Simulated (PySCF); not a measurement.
## Deprotonation sites of p-anisic acid

System: p-anisic acid, `COc1ccc(C(=O)O)cc1` (C8H8O3). Coordinates in Å; atoms count from 1 in this order:
```
C    -3.3993   -0.6095   -0.1674
O    -2.5126    0.1374    0.6247
C    -1.1970    0.1040    0.3513
C    -0.3715    0.8703    1.1903
C     0.9969    0.8992    0.9828
C     1.5723    0.1659   -0.0675
C     3.0246    0.1730   -0.3392
O     3.5631   -0.4325   -1.2363
O     3.7244    0.9361    0.5187
C     0.7459   -0.5966   -0.8963
C    -0.6302   -0.6348   -0.6973
H    -3.1803   -1.6892   -0.1106
H    -4.4032   -0.4258    0.2336
H    -3.3686   -0.2886   -1.2222
H    -0.8355    1.4353    2.0001
H     1.6360    1.4948    1.6360
H     4.6533    0.8738    0.2532
H     1.2040   -1.1640   -1.7088
H    -1.2507   -1.2376   -1.3599
```

These are calculated values, ωB97X-D3(BJ)/ma-def2-SVP in PySCF (grid level 2) at geometries from PBE0-D3(BJ)/ma-def2-SVP. The prefix ma- adds one diffuse s and one diffuse p function on all atoms but H. Zero-point and thermal terms (298.15 K, 1 bar) come from unscaled GFN2-xTB harmonic frequencies, with soft modes damped to free rotors in the entropy. These were taken at the GFN2-xTB minima.

```csv
site,product,ΔH(acid) / kJ/mol,ΔG(acid) / kJ/mol,gas share,above best in water / kJ/mol
O9 (acid OH oxygen),COc1ccc(C(=O)[O-])cc1,1433,1399,> 99.9 %,0.0
C4 (aromatic carbon),COc1[c-]cc(C(=O)O)cc1,1641,1608,< 0.1 %,215.9
C5 (aromatic carbon),COc1c[c-]c(C(=O)O)cc1,1649,1614,< 0.1 %,219.9
C1 (methyl carbon),[CH2-]Oc1ccc(C(=O)O)cc1,1649,1617,< 0.1 %,253.1
```

ΔH and ΔG refer to AH → A⁻ + H⁺ in the gas phase. Shares are Boltzmann weights among the listed products; an error of 10 kJ/mol changes a ratio about 56-fold. Sites whose products fell apart, merged with another or lost in a GFN2-xTB screen aren't listed. Values in solvent are IEF-PCM free energies relative to the most favourable product.

Of the listed sites O9 (acid OH oxygen) is favoured in the gas phase, 208 kJ/mol ahead of C4 in free energy.

In water the product from O9 is solvated 238 kJ/mol more strongly than the parent (electrostatics only).

Vertical detachment energies of the anions: `[CH2-]Oc1ccc(C(=O)O)cc1` 1.29 eV.

Measured values (NIST Chemistry WebBook, evaluated or the median of agreeing entries): deprotonation enthalpy (ΔH) 1426 kJ/mol (computed 1433, difference 7); gas-phase acidity (ΔG) 1397 kJ/mol (computed 1399, difference 3). These are compared with the most favourable site that keeps the skeleton.

Known limits: ma-def2-SVP is a small basis, whose errors can reach tens of kJ/mol; the order of C4 and C1, of C1 and C5 is undecided: the gaps lie inside the method's error (some 20 kJ/mol, one structure a species).

Differences come from unrounded values, so a last digit can differ from that of the printed terms.
